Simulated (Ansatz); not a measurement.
Abstraction of Br: AlBr3 + BF2 → AlBr2 + BBrF2

Species: AlBr3 (aluminum bromide) `[Br][Al]([Br])[Br]`, singlet; BF2 `F[B]F`, doublet; AlBr2 `[Br][Al][Br]`, doublet; BBrF2 `FB(F)Br`, singlet. A radical takes Br: the energy is the difference in strength between the Al–Br bond broken and the B–Br bond made.

Shapes, held fixed at every level: PBE0-D4/def2-TZVP. Programs: Ansatz 0.2.0. The zero-point and thermal change to 298 K, harmonic and unscaled (PBE0-D4/def2-TZVP), is +2.0 kJ/mol.

| level | kind | ΔH(298 K) (kJ/mol) | less CCSD(T)/def2-TZVPP |
| --- | --- | --- | --- |
| MP2/def2-SVP | perturbation theory | -25.3 | -3.2 |
| HF/def2-SVP | Hartree–Fock | -12.0 | +10.1 |
| r2SCAN-D4/def2-TZVPP | meta-GGA | -21.1 | +1.0 |
| B3LYP-D4/def2-TZVPP | global hybrid | -26.1 | -4.0 |
| BHLYP-D4/def2-TZVPP | global hybrid | -17.8 | +4.3 |
| wB97M-V/def2-TZVPP | range-separated hybrid | -25.4 | -3.3 |
| CCSD/def2-TZVPP | coupled cluster or CI | -20.2 | +1.9 |
| CCSD(T)/def2-TZVPP | coupled cluster or CI | -22.1 | 0.0 |

The highest level, CCSD(T)/def2-TZVPP, gives ΔH(298 K) = -22.1 kJ/mol; the levels span -26.1 to -12.0. The column of differences is taken from that level and isn't an error. No measured value is set beside it here. Open shells run unrestricted. Relativity is left out for Br. Outer-core shells of Br are correlated, in sets that cover them unevenly.
